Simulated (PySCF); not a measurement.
CH2Cl3Si, SMILES [CH2][Si](Cl)(Cl)Cl, multiplicity 2. Geometry optimised at PBE-D3(BJ)/def2-SVP. The isomer is the one that the SMILES or the coordinates give; other isomers of the formula were not compared.

**Question.** Give the equilibrium geometry at PBE-D3(BJ)/def2-SVP (PySCF confirms it by a frequency run) as Cartesian coordinates in Å, and its point group. (Estimate from the structure and the level; the computed values follow.)

**Answer.** point group Cs.
```xyz
7

C      2.1193     0.0472     0.0000
Si     0.2874     0.0121     0.0000
Cl    -0.4446     0.9537     1.6872
Cl    -0.4446     0.9537    -1.6872
Cl    -0.4128    -1.9377     0.0000
H      2.6976     0.0315     0.9385
H      2.6976     0.0315    -0.9385
```
Charge 0, spin multiplicity 2.
